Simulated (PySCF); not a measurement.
Coordinates in bohr (charge 0 multiplicity 1):
```
Ce    0.0000    0.0000   -0.1846
O     3.2244    0.0000    0.8934
O    -3.2244    0.0000    0.8934
```

All numbers come from PBE0 in PySCF with Ce def2-TZVP with ECP28, O def2-TZVP; scalar-relativistic core potentials, no spin–orbit coupling; density-fitted integrals.

This geometry of CeO2 is a stationary point at this level.

(1) What is the point group?

(2) Is it a minimum?

(3) List the harmonic modes with their infrared intensities.

Answers

(1) C2v.

(2) Yes: all harmonic wavenumbers are real.

(3) 
```csv
symmetry,ω (cm⁻¹),IR (km/mol)
a1,71,58.0
a1,814,54.9
b2,821,560
```

Other isomers or separated fragments may lie lower.
